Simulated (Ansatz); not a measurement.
Relaxation of AlClF2 (4 atoms, charge 0, multiplicity 1), to a largest force component of 0.02 eV/Å in at most 40 steps.

Level of theory: RKS PBE0-D4/cc-pVDZ in Ansatz 0.2.0.

```xyz
4
Properties=species:S:1:pos:R:3
Al 0.000 0.000 0.000
Cl 0.000 0.000 2.230
F 1.464 0.000 -0.845
F -1.464 0.000 -0.845
```

Question: Where does it end, and by what steps?

Answer: The run converged. After 6 steps the energy has fallen by 0.158 eV; Cl2 moved furthest, 0.10 Å.

```tsv
step	energy less start (eV)	largest force component (eV/Å)	accepted
0	0.0000	1.918	yes
1	-0.1507	0.421	yes
2	-0.1576	0.130	yes
3	-0.1582	0.022	yes
4	-0.1583	0.032	yes
5	-0.1583	0.038	no
6	-0.1583	0.004	yes
```

```xyz
4
Properties=species:S:1:pos:R:3
Al 0.000 0.000 0.037
Cl 0.000 0.000 2.125
F 1.443 0.000 -0.811
F -1.443 0.000 -0.811
```

Whether the end is a true minimum wasn't checked by a vibrational analysis.

The run took 16 s on 1 thread of Arm Neoverse V1 (shared host), peak memory 0.12 GiB.
